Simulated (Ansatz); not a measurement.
These are Ansatz (an electronic-structure program) with CAM-B3LYP-D3(BJ)/def2-TZVP // B3LYP-D3(BJ)/def2-SVP values and carry that method's errors. Isolated molecules, 0 K electronic values unless said otherwise. One relaxed conformer stands for a flexible species; it need not be the lowest.  In the def2 sets, heavy atoms carry core potentials.

Reference species (SMILES): `[Te](C)O` (C–Te–O–H torsion 91°) (neutral, multiplicity 1).

```yaml
HOMO: -7.32 eV
HOMO–LUMO gap: 6.75 eV
LUMO: -0.57 eV
```

After one change: the HOMO rises by 0.16 eV; the HOMO–LUMO gap decreases by 0.40 eV; the LUMO drops by 0.24 eV.

What was changed between the two runs? The new species is one of these.
A. `C=CCC[Te]O`
B. `CC[Te]O` (C–C–Te–O torsion 48°, C–Te–O–H torsion 90°)
C. `O[Te]c1ccccc1` (H–O–Te–C torsion 87°, O–Te–C–C torsion 9°)
D. `CC(C)[Te]O` (C–C–Te–O torsion -42°, C–Te–O–H torsion 94°)

C, `O[Te]c1ccccc1` (H–O–Te–C torsion 87°, O–Te–C–C torsion 9°)
